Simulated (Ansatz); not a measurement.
Calculated with Ansatz (gas phase, PBE0-D4/def2-TZVP geometries, no zero-point term in ΔE). CCSD(T)/CBS adds triple-zeta CCSD(T) − MP2 to the extrapolated MP2 energy (def2 sets, frozen cores). DFT in def2-TZVPP. For Ga outer-core shells are correlated without core-valence functions, which leaves a few kJ/mol of doubt a bond. Scalar relativity is left out up to krypton. Each species was taken in one conformer, which may not be the lowest.

Consider the formal exchange of groups at a C–Ga bond: `[CH3][GaH][CH3]` + `C[BH][AlH2]` → `CC[BH][AlH2]` + `[CH3][GaH2]`.

| level | ΔE (kJ/mol) |
| --- | --- |
| CAM-B3LYP-D4 | 37.3 |
| r2SCAN0 | 40.3 |
| HF/def2-QZVPP | 32.7 |
| MP2/def2-QZVPP | 45.4 |

(1) What does CCSD(T)/CBS give? (Best estimate.)

Largest T1 diagnostic among the species: 0.012.

## Answers

(1) The calculation gave: +43.0 kJ/mol. The listed levels differ from it by -5.7, -2.7, -10.3, 2.4 kJ/mol.

From BLYP to BHLYP (50 % exact exchange), in def2-TZVPP and without D4, ΔE moves by −4.7 kJ/mol. Leaving LDA and LC-ωPBE aside and taking each functional with its dispersion term where it has one, the values, not all of them listed here, spread over 10.1 kJ/mol, from B97M-V to B2PLYP. LDA lies −5.9 kJ/mol from PBE without D4. At CCSD(T), def2-SVP lies −15.5 kJ/mol from the extrapolated value and def2-TZVPP −2.0 kJ/mol.
